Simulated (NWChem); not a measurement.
Species: C4H4F2; SMILES FC1(F)C=CC1

```xyz
10

F     -0.0345    -1.1948     1.0932
C     -0.0283    -0.3769     0.0000
F     -0.0345    -1.1948    -1.0932
C     -1.0489     0.7354     0.0000
C     -0.0999     1.6817     0.0000
C      1.0820     0.7164     0.0000
H     -2.1334     0.7321     0.0000
H     -0.1357     2.7667     0.0000
H      1.7103     0.7182    -0.8970
H      1.7103     0.7182     0.8970
```
Atoms are numbered in this order, from 1.

The geometry was optimised at B3LYP/6-31G* (spherical d).

Problem. Give the principal values of the shielding tensors (ppm) of F1, C2, C4, C5, C6 from PBE0/pcSseg-1, GIAO (NWChem), with their diamagnetic and paramagnetic parts as GIAO splits them.

Solution. 
```
atom    σ11    σ22    σ33  isotropic  diamagnetic  paramagnetic
----  -----  -----  -----  ---------  -----------  ------------
F1    186.1  332.0  351.3      289.8        476.4        -186.6
C2     43.7   51.7   83.4       59.6        238.4        -178.8
C4    -69.2   53.3  133.2       39.1        251.5        -212.4
C5    -97.6   28.9  163.6       31.6        251.8        -220.2
C6    125.1  125.8  154.8      135.2        246.4        -111.2
```
